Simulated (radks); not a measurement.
The lead ion Pb17+, 65 electrons, occupied as [Kr] 4d10 4f14 5s2 5p3 (the NIST ground configuration).

Method: scalar-relativistic Kohn-Sham, SCAN, spin-polarised, spherical densities, finite nucleus; open shells are filled with parallel spins first (spin-orbit coupling, left out, can overturn this in heavy ions); meta-GGA in the generalised Kohn-Sham scheme; Fermi nuclear charge, rms radius 5.5012 fm; computed with a radial shooting solver on a logarithmic mesh with Libxc functionals.

Energy parts (eV):
| part | energy |
|---|---|
| total | -565412.55 |
| kinetic | 638993.39 |
| electron-nucleus | -1387194.15 |
| Hartree | 192971.36 |
| exchange-correlation | -10183.16 |

Orbitals (lengths in bohr, moments of r in powers of bohr):
| orbital | occ. | eigenvalue (eV) | <1/r> |
|---|---|---|---|
| 1s up | 1 | -88556.80 | 101.3 |
| 1s down | 1 | -88556.15 | 101.3 |
| 2s up | 1 | -16177.23 | 23.82 |
| 2s down | 1 | -16176.84 | 23.82 |
| 2p up | 3 | -13930.08 | 20.91 |
| 2p down | 3 | -13929.48 | 20.91 |
| 3s up | 1 | -4174.081 | 8.837 |
| 3s down | 1 | -4173.648 | 8.836 |
| 3p up | 3 | -3526.067 | 7.990 |
| 3p down | 3 | -3525.531 | 7.990 |
| 3d up | 5 | -2863.570 | 7.491 |
| 3d down | 5 | -2862.942 | 7.491 |
| 4s up | 1 | -1229.233 | 3.809 |
| 4s down | 1 | -1228.563 | 3.804 |
| 4p up | 3 | -1015.091 | 3.433 |
| 4p down | 3 | -1014.521 | 3.430 |
| 4d up | 5 | -766.1798 | 3.094 |
| 4d down | 5 | -765.2966 | 3.096 |
| 4f up | 7 | -491.8950 | 2.729 |
| 4f down | 7 | -490.4560 | 2.738 |
| 5s up | 1 | -482.2494 | 1.719 |
| 5s down | 1 | -474.4817 | 1.736 |
| 5p up | 3 | -413.8351 | 1.554 |

The highest occupied level is 5p up at -413.84 eV. Summed over all electrons, <r^2> = 11.29 bohr^2, which gives a Langevin (diamagnetic) susceptibility term of -8.94 x 10^-6 cm^3/mol. The density falls to 0.001 e/bohr^3 at r = 1.84 bohr. The spin density at the nucleus is -25.30 e/bohr^3 (1s -6.70, 2s 2.86, 3s 15.12, 4s 30.33, 5s -66.90). The electron density at the nucleus is 2.955e+06 e/bohr^3 (large components only). For comparison, the ionisation energy in NIST's Atomic Spectra Database is 427 eV (theoretical). In exact Kohn-Sham theory the highest level is minus the ionisation energy, but local and semilocal functionals leave it too shallow, through self-interaction and a potential that decays too fast; potentials with the right tail come closer.

Empty levels of this run are not shown, since the potential may be unsettled where no density lies.
